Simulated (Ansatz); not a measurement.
Species: CH5Al, charge 0, singlet. CH5Al (SMILES [CH3][AlH2]).
B3LYP-D3(BJ)/def2-TZVP minimum from Ansatz (a program for electronic structure):
```
C
H 1 1.0916
H 1 1.0935 2 108.37
H 1 1.0962 2 107.24 3 114.28
Al 1 1.9548 2 113.11 4 121.26
H 5 1.5843 1 121.15 2 -15.58
H 5 1.5845 6 118.84 1 179.07
```
Charge 0, spin multiplicity 1.

Hartree-Fock and CCSD correlation energies in hartree (Ansatz). Radicals and triplets start from unrestricted determinants; spin-orbit coupling is neglected. Cores are frozen in correlated methods. No relativity.

| basis | X | E(HF) | E(corr, CCSD) |
|---|---|---|---|
| cc-pV(T+d)Z | 3 | -282.70823 | -0.30320 |
| cc-pV(Q+d)Z | 4 | -282.71357 | -0.31657 |
| cc-pV(5+d)Z | 5 | -282.71481 | withheld |

Question: Fit E(corr) = E∞ + A/X³ to X = 3 and 4, predict X = 5, and compare with the run.

Answer: A = (-0.30320 - (-0.31657))/(1/27 - 1/64) = 0.6244; E∞ = -0.31657 - A/64 = -0.32633; at X = 5, E∞ + A/125 = -0.32133. The run gave -0.32052, 0.81 mEh above the prediction. The same form on X = 4 and 5 gives E∞ = -0.32466, 1.66 mEh above the first estimate.
